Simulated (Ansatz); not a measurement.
`CO[Si](C)(F)[SeH]` → 2 C• + F• + 7 H• + O• + Se• + Si•  (atomization)

Computed with Ansatz on PBE0-D4/def2-TZVP structures; ΔE is electronic, products minus reactants. CCSD(T)/CBS adds triple-zeta CCSD(T) − MP2 to the extrapolated MP2 energy (def2 sets, frozen cores). This one scheme is used for every species, atoms too. Functionals use def2-TZVPP. B3LYP here is the variant with VWN-RPA as its local correlation; programs differ in this. No spin–orbit coupling; open shells (•) take unrestricted orbitals. Spin–orbit coupling would lower the free atoms: a little for C, F, O, Si; clearly for Se. Bonds to Se are less sure, by a few kJ/mol each and by 10 to 20 or more in all where they break to atoms, as the def2 sets lack core-valence functions. Scalar relativity is left out up to krypton. Each species was taken in one conformer, which may not be the lowest.

`CO[Si](C)(F)[SeH]`:

Cartesian coordinates in Å:
```
C -0.954 -1.288 1.334
O -1.242 -0.725 0.073
Si -0.200 0.068 -0.890
C 0.463 1.636 -0.170
F -1.061 0.435 -2.176
Se 1.462 -1.388 -1.440
H -1.801 -1.908 1.628
H -0.055 -1.912 1.298
H -0.812 -0.509 2.090
H 1.115 2.148 -0.881
H 1.035 1.438 0.739
H -0.365 2.306 0.076
H 2.416 -0.300 -1.682
```

```json
{"level": "B3LYP-D4", "ΔE (kJ/mol)": "4922.6", "difference from CCSD(T)/CBS": "-33.6"}
{"level": "B2PLYP", "ΔE (kJ/mol)": "4876.2", "difference from CCSD(T)/CBS": "-80.0"}
{"level": "PBE", "ΔE (kJ/mol)": "4971.0", "difference from CCSD(T)/CBS": "14.8"}
{"level": "PBE0", "ΔE (kJ/mol)": "4895.2", "difference from CCSD(T)/CBS": "-61.0"}
{"level": "HF/def2-TZVPP", "ΔE (kJ/mol)": "3629.3", "difference from CCSD(T)/CBS": "-1326.9"}
{"level": "HF/def2-QZVPP", "ΔE (kJ/mol)": "3637.7", "difference from CCSD(T)/CBS": "-1318.5"}
{"level": "MP2/def2-QZVPP", "ΔE (kJ/mol)": "4988.2", "difference from CCSD(T)/CBS": "32.0"}
{"level": "SCS-MP2/def2-QZVPP", "ΔE (kJ/mol)": "4960.4", "difference from CCSD(T)/CBS": "4.2"}
{"level": "HF/CBS(def2)", "ΔE (kJ/mol)": "3639.0", "difference from CCSD(T)/CBS": "-1317.2"}
{"level": "MP2/CBS(def2)", "ΔE (kJ/mol)": "5043.5", "difference from CCSD(T)/CBS": "87.3"}
{"level": "CCSD(T)/CBS", "ΔE (kJ/mol)": "4956.2", "difference from CCSD(T)/CBS": "0"}
```

Largest T1 diagnostic among the species: 0.012.

From PBE to PBE0 (25 % exact exchange), in def2-TZVPP and without D4, ΔE moves by −75.8 kJ/mol: exact exchange takes away binding that semilocal exchange gives to molecules. The D4 term adds +52.4 kJ/mol with B3LYP and +27.9 kJ/mol with PBE0; it sums over pairs of atoms, weighted by their polarisabilities, and B3LYP, whose exchange is more repulsive, gets the larger term. In def2-TZVPP, CCSD(T) changes the Hartree–Fock value by +1190.3 kJ/mol (the triples alone add +69.2 kJ/mol) and MP2 by +1277.6 kJ/mol; breaking electron pairs costs correlation energy, which Hartree–Fock lacks.

For atomizations the MP2-based limit and the directly extrapolated one differ by several kJ/mol either way, and by 10 to 25 for some Ge, Se and Sn compounds, so smaller differences from it don't rank the levels.
